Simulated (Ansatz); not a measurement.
Input for Ansatz (an electronic-structure program): R-CCSD(T)/def2-SVP on H3NSSn (SMILES [NH2][Sn][SH]), a point of a torsion scan. Elements past Kr take the def2 small-core potentials; no spin–orbit coupling. The run froze 15 orbitals, filled d shells among them.

Ansatz 0.2 input:
```yaml
crystal:
  periodic: [false, false, false]
  atoms:
    - {symbol: N, position_ang: [-1.30445368, 0.15925066, 0.33499274]}
    - {symbol: Sn, position_ang: [-1.01805331, -1.74542757, 1.09435799]}
    - {symbol: S, position_ang: [-0.18374433, -0.96811099, 3.26422835]}
    - {symbol: H, position_ang: [-0.57121095, 0.84802215, 0.23275058]}
    - {symbol: H, position_ang: [-1.87613226, 0.24765336, -0.49902425]}
    - {symbol: H, position_ang: [0.04351673, -2.16167478, 3.80143556]}
basis:
  gaussian:
    orbitals: def2-SVP
magnetization: {spin_polarized: false}
correlation: {method: ccsd_t, electrons: outside_noble_gas}
scf: {lower_state_search: off}
```

Program output:

```
WARN ansatz: RAYON_NUM_THREADS=1 ignored (pool sized by the plan → 1); use --threads N
Functional definition: HF
these checks for a lower state are left out or cut short: stability, starts, cluster_reference, orbital_swaps, neighbouring_geometries, increment
integrals: 0.06 GiB planned
802 factors; integrals over basis functions are off by at most 1.2e-3 eV
mean field: 0.15 GiB planned
mean field evaluation 1: about -18145.2387 eV, gradient 3.5e1 eV
mean field evaluation 2: about -18145.2487 eV, gradient 3.5e1 eV
mean field evaluation 4: about -18148.3662 eV, gradient 2.7e0 eV
mean field evaluation 8: about -18148.4082 eV, gradient 7.8e-4 eV
mean field -18148.40815805 eV, -666.9416983754 hartree, gradient 7.7e-6 eV, S^2 0.000000; 0 other end points of the search recorded, 0 dependent functions left out
15 core orbitals not correlated
reference -18148.40815805 eV, -666.9416983754 hartree; 9, 9 occupied and 49, 49 virtual orbitals, 802 factors
second order -10.15698397 eV of doubles, -0.00000000 eV of singles
coupled cluster: 0.14 GiB planned
cycle   1  -10.71190693 eV  change   -5.5e-1 eV  update   9.7e-2
cycle   2  -11.02645296 eV  change   -3.1e-1 eV  update   3.2e-2
cycle   3  -11.12217221 eV  change   -9.6e-2 eV  update   2.2e-2
cycle   4  -11.11914171 eV  change    3.0e-3 eV  update   7.5e-3
cycle   5  -11.11629120 eV  change    2.9e-3 eV  update   4.1e-3
cycle   6  -11.11672722 eV  change   -4.4e-4 eV  update   1.7e-3
cycle   7  -11.11644370 eV  change    2.8e-4 eV  update   7.0e-4
cycle   8  -11.11661279 eV  change   -1.7e-4 eV  update   2.7e-4
cycle   9  -11.11667240 eV  change   -6.0e-5 eV  update   1.2e-4
cycle  10  -11.11663488 eV  change    3.8e-5 eV  update   4.5e-5
cycle  11  -11.11665776 eV  change   -2.3e-5 eV  update   1.9e-5
cycle  12  -11.11666081 eV  change   -3.1e-6 eV  update   7.1e-6
perturbative correction -0.34753047 eV, -0.0127715093 hartree
Total energy: -18159.87234933 eV, -667.3629996344 hartree
Checks for a lower state left out: stability, starts, cluster_reference, orbital_swaps, neighbouring_geometries, increment
```

Self-consistency was reached.

Cost: around 2.8 core-seconds (rough).
